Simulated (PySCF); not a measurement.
## Calculated data, C₃H₈B, CH₅AlBO, CH₄BClSi, C₂H₇NSi and others

Computed with PySCF 2.14.0. Calculation on a computer-drawn molecule: optimised geometry and harmonic frequencies of an isolated molecule of the commonest isotopes, restricted reference for singlets and unrestricted otherwise, frozen core in MP2.

Common to all runs: method HF.

```json
{"entry": 1, "formula": "C3H8B", "start_structure": {"atoms_angstrom": [["C", 0.1908, -1.1632, 0.3758], ["B", -0.6625, -1.1006, 1.705], ["C", -2.0102, -0.5654, 1.8238], ["C", -2.9404, -0.3089, 0.6097], ["H", 1.2425, -1.13, 0.5574], ["H", 0.0876, -2.2211, -0.0717], ["H", -0.105, -0.39, -0.3165], ["H", -0.1257, -1.5323, 2.7086], ["H", -2.4903, -0.3484, 2.7903], ["H", -3.8693, -0.8867, 0.7429], ["H", -2.5352, -0.6535, -0.3278], ["H", -3.2007, 0.7872, 0.585]]}, "given": {"charge": 0, "multiplicity": 2, "basis": "cc-pVDZ", "drawn_bonds_atom": [1, 2, 3, 1, 1, 1, 2, 3, 4, 4, 4], "drawn_bonds_other_atom": [2, 3, 4, 5, 6, 7, 8, 9, 10, 11, 12], "drawn_bonds_order": [1, 1, 1, 1, 1, 1, 1, 1, 1, 1, 1]}, "results": {"optimised_atom_element": ["C", "B", "C", "C", "H", "H", "H", "H", "H", "H", "H", "H"], "optimised_atom_x [angstrom]": [0.2084, -0.6325, -2.082, -2.97, 1.131, 0.5336, -0.3005, -0.09803, -2.55, -3.886, -2.487, -3.285], "optimised_atom_y [angstrom]": [-1.305, -1.149, -0.6273, -0.1737, -0.7176, -2.347, -1.013, -1.463, -0.5678, -0.7729, -0.2403, 0.8644], "optimised_atom_z [angstrom]": [0.3557, 1.687, 1.777, 0.6539, 0.4368, 0.2507, -0.5651, 2.723, 2.758, 0.6198, -0.3204, 0.806], "modes_frequency [cm^-1]": [72.92, 104.5, 192.1, 237.8, 520.0, 639.4, 730.6, 771.0, 914.7, 970.7, 1013, 1060, 1126, 1223, 1322, 1442, 1484, 1508, 1556, 1562, 1580, 1591, 2647, 3152, 3154, 3202, 3203, 3247, 3265, 3280], "modes_reduced_mass [dalton]": [1.05, 1.055, 1.811, 2.641, 2.332, 1.138, 1.152, 2.445, 1.589, 1.602, 1.474, 1.502, 1.483, 2.063, 1.623, 1.361, 1.744, 1.262, 1.077, 1.052, 1.048, 1.125, 1.093, 1.041, 1.042, 1.099, 1.096, 1.099, 1.092, 1.092], "rotational_constants [GHz]": [15.47, 4.429, 3.594], "total_energy [hartree]": -142.9240, "spin_squared": 0.7582, "convergence_status_largest_gradient_component [hartree/bohr]": 1.71e-05}}
{"entry": 2, "formula": "CH5AlBO", "start_structure": {"atoms_angstrom": [["C", -2.0002, 1.3414, -0.2888], ["B", -1.608, 0.4854, 0.9879], ["O", -1.008, 1.1597, 2.0025], ["Al", -0.3089, 1.9926, 3.1582], ["H", -1.7729, 2.4153, -0.2305], ["H", -1.5928, 0.9715, -1.2173], ["H", -3.0954, 1.3192, -0.5075], ["H", -1.8033, -0.6596, 1.0821], ["H", 0.3868, 2.8052, 4.2313]]}, "given": {"charge": 1, "multiplicity": 1, "basis": "cc-pV(D+d)Z", "drawn_bonds_atom": [1, 2, 3, 1, 1, 1, 2, 4], "drawn_bonds_other_atom": [2, 3, 4, 5, 6, 7, 8, 9], "drawn_bonds_order": [1, 1, 1, 1, 1, 1, 1, 1]}, "results": {"optimised_atom_element": ["C", "B", "O", "Al", "H", "H", "H", "H", "H"], "optimised_atom_x [angstrom]": [-2.056, -1.614, -0.9825, -0.2594, -1.822, -1.596, -3.136, -1.769, 0.4314], "optimised_atom_y [angstrom]": [1.344, 0.594, 1.289, 1.997, 2.409, 0.8684, 1.218, -0.5748, 2.686], "optimised_atom_z [angstrom]": [-0.3606, 0.9294, 1.985, 3.231, -0.3728, -1.234, -0.4962, 1.121, 4.416], "modes_frequency [cm^-1]": [61.74, 94.93, 151.5, 396.1, 430.9, 436.5, 679.2, 685.4, 938.3, 1051, 1090, 1261, 1324, 1454, 1546, 1549, 2185, 2765, 3166, 3227, 3267], "modes_reduced_mass [dalton]": [1.093, 4.166, 3.732, 2.489, 1.301, 1.206, 1.145, 2.59, 1.912, 1.788, 2.085, 1.548, 4.981, 1.376, 1.051, 1.095, 1.053, 1.095, 1.04, 1.095, 1.102], "rotational_constants [GHz]": [33.06, 2.561, 2.412], "total_energy [hartree]": -382.0771, "convergence_status_largest_gradient_component [hartree/bohr]": 3.592e-05}}
{"entry": 3, "formula": "CH4BClSi", "start_structure": {"atoms_angstrom": [["C", -2.1664, 0.1182, 1.8236], ["B", -1.2952, 0.2068, 0.5394], ["Si", 0.5747, -0.336, 0.6996], ["Cl", 2.1347, 0.8935, 0.6465], ["H", -2.9571, 0.8715, 1.7177], ["H", -1.7099, 0.2408, 2.7625], ["H", -2.6685, -0.8508, 1.9034], ["H", -1.8441, 0.107, -0.5216]]}, "given": {"charge": 0, "multiplicity": 1, "basis": "cc-pV(D+d)Z", "drawn_bonds_atom": [1, 2, 3, 1, 1, 1, 2], "drawn_bonds_other_atom": [2, 3, 4, 5, 6, 7, 8], "drawn_bonds_order": [1, 1, 1, 1, 1, 1, 1]}, "results": {"optimised_atom_element": ["C", "B", "Si", "Cl", "H", "H", "H", "H"], "optimised_atom_x [angstrom]": [-2.119, -1.201, 0.7293, 1.486, -2.72, -1.606, -2.834, -1.667], "optimised_atom_y [angstrom]": [0.1527, -0.06688, -0.7605, 1.229, 1.062, 0.1465, -0.6847, 0.1727], "optimised_atom_z [angstrom]": [1.828, 0.5622, 0.6232, 0.7114, 1.749, 2.792, 1.831, -0.5256], "modes_frequency [cm^-1]": [77.58, 98.79, 165.3, 194.7, 488.7, 548.5, 662.8, 838.6, 887.5, 1047, 1182, 1424, 1537, 1572, 2648, 3133, 3214, 3253], "modes_reduced_mass [dalton]": [4.101, 1.089, 2.462, 3.503, 28.81, 4.127, 1.157, 1.095, 1.858, 2.677, 1.597, 1.274, 1.051, 1.068, 1.09, 1.05, 1.082, 1.104], "rotational_constants [GHz]": [7.484, 2.454, 2.004], "total_energy [hartree]": -813.3097, "convergence_status_largest_gradient_component [hartree/bohr]": 2.038e-05}}
{"entry": 4, "formula": "C2H7NSi", "start_structure": {"atoms_angstrom": [["C", 0.6143, -1.4367, -0.5598], ["C", -0.7333, -0.885, -0.3158], ["N", -1.3021, -0.1949, -1.4443], ["Si", -0.8284, 0.2176, 1.2586], ["H", 0.676, -2.119, -1.4142], ["H", 1.3273, -0.6435, -0.6624], ["H", 0.9883, -2.0032, 0.2911], ["H", -1.5075, -1.7415, -0.1413], ["H", -1.4053, -0.7353, -2.256], ["H", -0.6905, 0.6272, -1.671], ["H", -0.5951, -0.8173, 2.2824]]}, "given": {"charge": 0, "multiplicity": 1, "basis": "cc-pV(D+d)Z", "drawn_bonds_atom": [1, 2, 2, 1, 1, 1, 2, 3, 3, 4], "drawn_bonds_other_atom": [2, 3, 4, 5, 6, 7, 8, 9, 10, 11], "drawn_bonds_order": [1, 1, 1, 1, 1, 1, 1, 1, 1, 1]}, "results": {"optimised_atom_element": ["C", "C", "N", "Si", "H", "H", "H", "H", "H", "H", "H"], "optimised_atom_x [angstrom]": [0.6313, -0.7744, -1.329, -0.8931, 0.6435, 1.374, 0.9618, -1.452, -1.294, -0.7818, -0.542], "optimised_atom_y [angstrom]": [-1.458, -0.8744, -0.1684, 0.2514, -2.091, -0.6679, -2.067, -1.712, -0.7494, 0.6497, -0.8448], "optimised_atom_z [angstrom]": [-0.5314, -0.304, -1.458, 1.255, -1.425, -0.6891, 0.3128, -0.08661, -2.281, -1.673, 2.248], "modes_frequency [cm^-1]": [142.4, 226.8, 260.4, 295.6, 361.1, 429.7, 607.9, 864.3, 940.8, 970.7, 1012, 1136, 1182, 1260, 1391, 1480, 1510, 1589, 1597, 1789, 2117, 3125, 3151, 3211, 3244, 3690, 3767], "modes_reduced_mass [dalton]": [1.804, 1.062, 2.037, 1.156, 2.148, 2.095, 2.948, 1.167, 2.375, 1.198, 1.157, 2.657, 1.211, 2.309, 1.445, 1.245, 1.234, 1.051, 1.047, 1.089, 1.042, 1.081, 1.038, 1.103, 1.101, 1.051, 1.093], "rotational_constants [GHz]": [8.175, 4.399, 3.124], "total_energy [hartree]": -423.1273, "convergence_status_largest_gradient_component [hartree/bohr]": 3.305e-05}}
{"entry": 5, "formula": "C2H7OSi", "start_structure": {"atoms_angstrom": [["C", -0.904, 0.5606, -1.2413], ["C", 0.3036, -0.3185, -1.1338], ["O", 1.1159, -0.3135, -2.3474], ["Si", 1.4427, -0.187, 0.3887], ["H", -1.5199, 0.4221, -2.1162], ["H", -0.5106, 1.6171, -1.0895], ["H", -1.5166, 0.4816, -0.2946], ["H", -0.1523, -1.3703, -1.2214], ["H", 1.266, 0.7143, -2.4499], ["H", 0.7817, -0.6039, 1.5716], ["H", 2.7314, -0.8208, 0.1144]]}, "given": {"charge": 0, "multiplicity": 2, "basis": "cc-pV(D+d)Z", "drawn_bonds_atom": [1, 2, 2, 1, 1, 1, 2, 3, 4, 4], "drawn_bonds_other_atom": [2, 3, 4, 5, 6, 7, 8, 9, 10, 11], "drawn_bonds_order": [1, 1, 1, 1, 1, 1, 1, 1, 1, 1]}, "results": {"optimised_atom_element": ["C", "C", "O", "Si", "H", "H", "H", "H", "H", "H", "H"], "optimised_atom_x [angstrom]": [-0.9042, 0.3301, 1.056, 1.501, -1.515, -0.6295, -1.514, -0.001074, 1.336, 0.7694, 2.608], "optimised_atom_y [angstrom]": [0.5652, -0.3291, -0.1525, -0.1705, 0.4058, 1.624, 0.3509, -1.371, 0.7491, -0.3382, -1.152], "optimised_atom_z [angstrom]": [-1.157, -1.205, -2.409, 0.3037, -2.049, -1.122, -0.2764, -1.233, -2.475, 1.586, 0.2172], "modes_frequency [cm^-1]": [168.0, 235.5, 261.3, 329.2, 347.6, 438.6, 606.1, 677.4, 781.5, 971.4, 997.3, 1067, 1160, 1205, 1311, 1401, 1508, 1527, 1584, 1597, 2283, 2305, 3165, 3188, 3236, 3255, 4131], "modes_reduced_mass [dalton]": [1.064, 2.694, 1.146, 2.194, 1.281, 2.321, 2.239, 1.209, 1.494, 1.893, 1.105, 1.305, 2.087, 2.317, 1.494, 1.353, 1.196, 1.271, 1.051, 1.047, 1.035, 1.048, 1.038, 1.085, 1.1, 1.104, 1.067], "rotational_constants [GHz]": [8.368, 4.246, 3.062], "total_energy [hartree]": -443.5625, "spin_squared": 0.754, "convergence_status_largest_gradient_component [hartree/bohr]": 1.917e-05}}
{"entry": 6, "formula": "C2H6OSi", "start_structure": {"atoms_angstrom": [["C", -0.5877, 1.4244, -0.3052], ["C", -1.278, 0.0568, -0.346], ["O", -0.4327, -1.0012, -0.6389], ["Si", 0.5757, -1.1529, -1.9704], ["H", -1.2825, 2.1983, 0.1081], ["H", 0.2658, 1.3193, 0.3983], ["H", -0.1463, 1.6332, -1.3092], ["H", -2.1122, 0.1674, -1.0928], ["H", -1.6502, -0.1542, 0.6517], ["H", 0.9375, -2.5141, -1.4489]]}, "given": {"charge": 0, "multiplicity": 1, "basis": "cc-pV(D+d)Z", "drawn_bonds_atom": [1, 2, 3, 1, 1, 1, 2, 2, 4], "drawn_bonds_other_atom": [2, 3, 4, 5, 6, 7, 8, 9, 10], "drawn_bonds_order": [1, 1, 1, 1, 1, 1, 1, 1, 1]}, "results": {"optimised_atom_element": ["C", "C", "O", "Si", "H", "H", "H", "H", "H", "H"], "optimised_atom_x [angstrom]": [-0.5826, -1.188, -0.1762, -0.06751, -1.357, 0.1677, -0.101, -1.934, -1.69, 1.218], "optimised_atom_y [angstrom]": [1.497, 0.118, -0.827, -1.789, 2.221, 1.486, 1.825, 0.1224, -0.1911, -2.485], "optimised_atom_z [angstrom]": [-0.2097, -0.3803, -0.6543, -1.989, 0.05165, 0.5824, -1.133, -1.182, 0.5376, -1.577], "modes_frequency [cm^-1]": [69.59, 230.3, 297.8, 336.1, 451.6, 778.7, 870.4, 926.5, 1019, 1188, 1231, 1286, 1419, 1501, 1546, 1579, 1596, 1626, 2117, 3167, 3182, 3227, 3257, 3270], "modes_reduced_mass [dalton]": [4.42, 1.686, 1.261, 1.534, 2.514, 3.13, 1.099, 1.318, 2.164, 2.259, 3.413, 1.685, 1.098, 1.222, 1.347, 1.041, 1.064, 1.09, 1.044, 1.061, 1.042, 1.101, 1.103, 1.105], "rotational_constants [GHz]": [22.76, 2.863, 2.812], "total_energy [hartree]": -443.0169, "convergence_status_largest_gradient_component [hartree/bohr]": 3.785e-05}}
{"entry": 7, "formula": "C2H6AlN", "start_structure": {"atoms_angstrom": [["C", 0.6938, 0.3501, 1.2488], ["C", 0.429, -1.1565, 1.0382], ["N", 1.1943, -1.751, 0.0601], ["Al", 2.4674, -3.0431, 0.0224], ["H", 0.1527, 0.8013, 1.9579], ["H", 1.7578, 0.4411, 1.4817], ["H", 0.5982, 0.8792, 0.2883], ["H", -0.7227, -1.2092, 0.841], ["H", 0.5265, -1.6622, 1.9589], ["H", 0.9983, -1.2999, -0.9067]]}, "given": {"charge": 0, "multiplicity": 1, "basis": "cc-pV(D+d)Z", "drawn_bonds_atom": [1, 2, 3, 1, 1, 1, 2, 2, 3], "drawn_bonds_other_atom": [2, 3, 4, 5, 6, 7, 8, 9, 10], "drawn_bonds_order": [1, 1, 1, 1, 1, 1, 1, 1, 1]}, "results": {"optimised_atom_element": ["C", "C", "N", "Al", "H", "H", "H", "H", "H", "H"], "optimised_atom_x [angstrom]": [0.7259, 0.4103, 1.207, 2.381, 0.1022, 1.775, 0.5408, -0.6601, 0.5892, 1.024], "optimised_atom_y [angstrom]": [0.3528, -1.125, -1.75, -3.107, 0.7825, 0.492, 0.9182, -1.239, -1.659, -1.316], "optimised_atom_z [angstrom]": [1.226, 1.024, -0.02239, 0.07985, 2.014, 1.497, 0.3075, 0.816, 1.963, -0.9147], "modes_frequency [cm^-1]": [95.17, 178.6, 296.6, 386.4, 542.1, 699.5, 857.5, 983.6, 1137, 1185, 1216, 1381, 1475, 1511, 1539, 1585, 1589, 1615, 3144, 3167, 3178, 3235, 3250, 3719], "modes_reduced_mass [dalton]": [3.591, 2.622, 1.21, 1.948, 1.528, 3.982, 1.112, 2.225, 1.503, 1.862, 2.485, 1.278, 1.232, 1.242, 1.383, 1.048, 1.046, 1.092, 1.061, 1.039, 1.102, 1.103, 1.104, 1.073], "rotational_constants [GHz]": [22.33, 2.65, 2.612], "total_energy [hartree]": -375.6137, "convergence_status_largest_gradient_component [hartree/bohr]": 2.105e-05}}
{"entry": 8, "formula": "C2H10Si2", "start_structure": {"atoms_angstrom": [["C", 0.4306, -0.4931, -0.5936], ["C", -0.1952, 0.575, 0.3278], ["Si", -0.955, -0.1768, 1.9295], ["Si", -2.57, -1.7218, 1.3621], ["H", -0.3434, -1.1141, -0.9085], ["H", 0.8185, -0.0337, -1.4884], ["H", 1.188, -1.0359, -0.0095], ["H", 0.6187, 1.292, 0.6633], ["H", -0.9397, 1.1789, -0.1816], ["H", 0.15, -0.8178, 2.6983], ["H", -1.4434, 0.9485, 2.7236], ["H", -2.0257, -3.004, 1.0535], ["H", -3.359, -1.2923, 0.1766], ["H", -3.554, -1.9249, 2.4029]]}, "given": {"charge": 0, "multiplicity": 1, "basis": "cc-pV(D+d)Z", "drawn_bonds_atom": [1, 2, 3, 1, 1, 1, 2, 2, 3, 3, 4, 4, 4], "drawn_bonds_other_atom": [2, 3, 4, 5, 6, 7, 8, 9, 10, 11, 12, 13, 14], "drawn_bonds_order": [1, 1, 1, 1, 1, 1, 1, 1, 1, 1, 1, 1, 1]}, "results": {"optimised_atom_element": ["C", "C", "Si", "Si", "H", "H", "H", "H", "H", "H", "H", "H", "H", "H"], "optimised_atom_x [angstrom]": [0.5555, -0.1613, -0.9773, -2.693, -0.1352, 1.021, 1.343, 0.5472, -0.9299, 0.04583, -1.568, -2.153, -3.721, -3.354], "optimised_atom_y [angstrom]": [-0.4775, 0.5515, -0.146, -1.712, -1.235, 0.001354, -0.998, 1.323, 1.074, -0.8079, 0.9704, -2.917, -1.107, -2.141], "optimised_atom_z [angstrom]": [-0.5799, 0.304, 1.866, 1.396, -0.9594, -1.444, -0.0285, 0.6242, -0.2761, 2.719, 2.65, 0.7196, 0.5107, 2.654], "modes_frequency [cm^-1]": [66.85, 103.6, 133.1, 240.3, 275.4, 394.7, 427.1, 536.6, 612.0, 669.8, 722.7, 797.7, 870.8, 978.8, 1017, 1025, 1032, 1041, 1064, 1120, 1358, 1376, 1521, 1557, 1596, 1604, 2275, 2280, 2291, 2295, 2301, 3162, 3172, 3201, 3241, 3244], "modes_reduced_mass [dalton]": [1.76, 1.213, 2.078, 1.269, 1.914, 1.108, 5.113, 1.178, 1.513, 2.081, 1.207, 1.197, 1.167, 1.108, 1.047, 1.036, 1.044, 1.626, 1.198, 1.888, 1.244, 1.512, 1.209, 1.096, 1.047, 1.038, 1.047, 1.031, 1.048, 1.049, 1.025, 1.056, 1.04, 1.102, 1.103, 1.103], "rotational_constants [GHz]": [6.398, 2.145, 1.771], "total_energy [hartree]": -659.4321, "convergence_status_largest_gradient_component [hartree/bohr]": 3.884e-05}}
```
